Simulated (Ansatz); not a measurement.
**Strength of the N–Sb bond: C2H8NSb → C2H6N + SbH2**

Species: C2H8NSb `C[N](C)[SbH2]`, singlet; C2H6N `C[N]C`, doublet; SbH2 `[SbH2]`, doublet. 

Shapes, held fixed at every level: PBE0-D4/def2-TZVP. Flexible molecules stand in one conformer, not always the lowest. Programs: Ansatz 0.2.0. The zero-point and thermal change to 298 K, harmonic and unscaled (PBE0-D4/def2-TZVP), is -13.3 kJ/mol.

Problem. Estimate ΔH(298 K) of this reaction.

Solution. The highest level, CCSD(T)/def2-TZVPP, gives ΔH(298 K) = +193.5 kJ/mol; the levels span +47.8 to +195.0. The column of differences is taken from that level and isn't an error. Hartree–Fock misses the correlation of the pair that is broken and comes out low. No measured value is set beside it here. Open shells run unrestricted. For atoms past krypton def2 sets carry core potentials with scalar relativity. Outer-core shells of Sb are correlated, in sets that cover them unevenly.

| level | kind | ΔH(298 K) (kJ/mol) | less CCSD(T)/def2-TZVPP |
| --- | --- | --- | --- |
| MP2/def2-SVP | perturbation theory | +195.0 | +1.5 |
| HF/def2-SVP | Hartree–Fock | +47.8 | -145.7 |
| PBE0-D4/def2-TZVPP | global hybrid | +182.1 | -11.4 |
| r2SCAN0-D4/def2-TZVPP | global hybrid | +160.4 | -33.1 |
| wB97M-V/def2-TZVPP | range-separated hybrid | +187.8 | -5.7 |
| wB97X-V/def2-TZVPP | range-separated hybrid | +191.0 | -2.5 |
| CCSD(T)/def2-SVP | coupled cluster or CI | +169.1 | -24.4 |
| CCSD(T)/def2-TZVPP | coupled cluster or CI | +193.5 | 0.0 |
